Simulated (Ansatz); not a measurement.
Geometry optimisation, RKS PBE0/6-31G* (Ansatz 0.2.0).

The input (input.yaml):

```yaml
crystal:
  periodic: [false, false, false]
  atoms:
    - { symbol: Si, position_ang: [0.0321, -1.9084, 0.8477] }
    - { symbol: C, position_ang: [0.8419, -0.3868, 0.146] }
    - { symbol: O, position_ang: [0.4171, 0.1472, -1.1214] }
    - { symbol: Si, position_ang: [-0.0652, 1.1449, 0.0915] }
    - { symbol: S, position_ang: [-2.2021, 1.2038, -0.3177] }
    - { symbol: S, position_ang: [0.8678, 2.9826, -0.1825] }
    - { symbol: H, position_ang: [-1.2905, -2.1217, 0.1783] }
    - { symbol: H, position_ang: [0.8753, -3.0509, 0.683] }
    - { symbol: H, position_ang: [-0.2533, -1.6374, 2.3272] }
    - { symbol: H, position_ang: [1.8822, -0.2808, 0.4652] }
    - { symbol: H, position_ang: [-2.1104, 1.0259, -1.6018] }
    - { symbol: H, position_ang: [1.0821, 2.8263, -1.4814] }
basis:
  gaussian: { orbitals: "6-31G*" }
hamiltonian:
  xc: pbe0
relax:
  f_tol: 0.02
  max_steps: 50
```

Launched with:

```bash
$ ansatz run input.yaml --threads 2 --pin off --max-ram 3072MiB --backend cpu --events-out ev --progress --plain --runs-dir out
```

Task: Where does it end, and by what steps?

Result: The forces met the threshold. After 16 steps the energy has fallen by 0.925 eV; H12 moved furthest, 0.97 Å.

| step | energy less start (eV) | largest force component (eV/Å) | accepted |
| --- | --- | --- | --- |
| 0 | 0.0000 | 2.391 | yes |
| 1 | -0.5417 | 0.792 | yes |
| 2 | -0.6416 | 0.645 | yes |
| 3 | -0.6654 | 0.704 | yes |
| 4 | -0.7058 | 0.589 | yes |
| 5 | -0.7461 | 0.396 | yes |
| 6 | -0.7787 | 0.869 | yes |
| 7 | -0.8576 | 0.394 | yes |
| 8 | -0.9011 | 0.155 | yes |
| 9 | -0.9164 | 0.264 | yes |
| 10 | -0.9021 | 0.311 | no |
| 11 | -0.9239 | 0.043 | yes |
| 12 | -0.9245 | 0.070 | yes |
| 13 | -0.9250 | 0.025 | yes |
| 14 | -0.9251 | 0.023 | yes |
| 15 | -0.9243 | 0.111 | no |
| 16 | -0.9252 | 0.005 | yes |

```xyz
12
Properties=species:S:1:pos:R:3
Si -0.099 -1.866 0.912
C 0.856 -0.372 0.298
O 0.773 -0.178 -1.209
Si 0.120 1.127 -0.412
S -1.931 1.505 -0.774
S 1.172 2.950 -0.200
H -1.501 -1.794 0.414
H 0.516 -3.133 0.428
H -0.104 -1.863 2.402
H 1.892 -0.295 0.643
H -2.174 0.271 -1.256
H 0.558 3.593 -1.213
```

Whether the end is a true minimum wasn't checked by a vibrational analysis.

Run time: 31 s on 2 threads of AMD EPYC 9R45 96-Core Processor (Zen 5) (shared host), peak memory 0.33 GiB.
